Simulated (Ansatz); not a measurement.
Reaction (ligand exchange at the Si–Cl bond): `O[Si](Cl)(Cl)O[SiH3]` + H–F → `O[Si](F)(Cl)O[SiH3]` + HCl

Computed with Ansatz on PBE0-D4/def2-TZVP structures; ΔE is electronic, products minus reactants. CBS: MP2 limit from def2 TZ/QZ plus the TZ coupled-cluster correction, frozen cores. This one scheme is used for every species. DFT in def2-TZVPP. B3LYP here is the variant with VWN-RPA as its local correlation; programs differ in this. One conformer a species, not always the lowest.

Q: Is it downhill or uphill in electronic energy at CCSD(T)/CBS, and by how much? (Best estimate.)

A: Ansatz gave: Downhill: ΔE = -0.50 eV.

Q: What do these levels give: r2SCAN-D4, PBE0-D4, B3LYP-D4, B2PLYP, PBE, B3LYP, HF/def2-TZVPP, MP2/def2-TZVPP, CCSD/def2-TZVPP, CCSD(T)/def2-TZVPP, MP2/def2-QZVPP, MP2/CBS(def2)? (Best estimate.)

A: The calculation gave: r2SCAN-D4 -0.52, PBE0-D4 -0.43, B3LYP-D4 -0.52, B2PLYP -0.57, PBE -0.47, B3LYP -0.61, HF/def2-TZVPP -0.70, MP2/def2-TZVPP -0.47, CCSD/def2-TZVPP -0.59, CCSD(T)/def2-TZVPP -0.55, MP2/def2-QZVPP -0.45, MP2/CBS(def2) -0.42 eV.

Largest T1 diagnostic among the species: 0.011.

The D4 term adds +0.08 eV with B3LYP and +0.04 eV with PBE0; it sums over pairs of atoms, weighted by their polarisabilities, and B3LYP, whose exchange is more repulsive, gets the larger term. In def2-TZVPP, CCSD(T) changes the Hartree–Fock value by +0.15 eV (the triples alone add +0.03 eV) and MP2 by +0.23 eV.
